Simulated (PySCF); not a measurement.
## Dipole response of I⁻ (iodine, charge -1)

[Xe], closed-shell 1S. Computed with PySCF 2.14 in aug-cc-pwCVTZ-DK3 with one added diffuse shell each of s, p, d, f type (11s10p8d5f1g, 125 functions), with the spin-free X2C one-electron Hamiltonian (Gaussian nucleus). Coupled (time-dependent) response in atomic units; α is the mean over directions.

| method | mean α (bohr³) | C₆ (like pair) | S(−4) |
| --- | --- | --- | --- |
| UHF | 63.22 | 873.3 | 1147 |
| PBE | 82.39 | 1167 | 2706 |
| PBE0 | 72.33 | 1012 | 1786 |
| TPSSh | 74.49 | 1052 | 1968 |

S(−4) is the Cauchy moment in α(ω) = α(0) + S(−4) ω² + …

α(iu) at PBE0:

| u (hartree) | α(iu) (bohr³) |
| --- | --- |
| 0 | 72.33 |
| 0.0500 | 68.28 |
| 0.100 | 59.48 |
| 0.200 | 42.48 |
| 0.300 | 30.91 |
| 0.500 | 18.12 |
| 0.750 | 10.79 |
| 1.00 | 7.214 |
| 1.50 | 4.005 |
| 2.00 | 2.635 |
| 3.00 | 1.462 |
| 5.00 | 0.6748 |

A single London oscillator, α(iu) = α/(1 + u²/ω²), gives C₆ = (3/4) ω α². Matching the computed C₆ needs ω = 4 × 1012 / (3 × 72.33²) = 0.258 hartree.

For an ion, C₆ is the dispersion term alone; charge-induced terms of lower order in 1/R come first.
